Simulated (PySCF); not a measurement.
Stepwise substitution at one centre (Ga Br-NH2). All species are isolated molecules in the gas phase. One relaxed conformer stands for each flexible species; it need not be the lowest. Strings in code marks are SMILES.

The HOMO–LUMO gap from two functionals at the same geometries (CAM-B3LYP-D3(BJ)/def2-TZVP), both in PySCF: PBE-D3(BJ)/def2-TZVP and TPSSh-D3(BJ)/def2-TZVP. 

| species | PBE-D3(BJ)/def2-TZVP (eV) | TPSSh-D3(BJ)/def2-TZVP (eV) |
|---|---|---|
| 0 of 3 Br replaced by NH2 (`[Br][Ga]([Br])[Br]`) | 4.33 | 5.42 |
| 1 of 3 Br replaced by NH2 (`[Br][Ga]([NH2])[Br]`) | 4.42 | 5.55 |
| 2 of 3 Br replaced by NH2 (`[NH2][Ga]([Br])[NH2]`) | 4.56 | 5.72 |
| 3 of 3 Br replaced by NH2 (`[NH2][Ga]([NH2])[NH2]`) | 4.60 | 5.77 |

Over these rows, drawn at random from the members with no instability flagged (it was tested for open shells, ions and some series alone), PBE minus TPSSh-D3(BJ): mean -1.14 eV, from -1.17 eV to -1.09 eV.
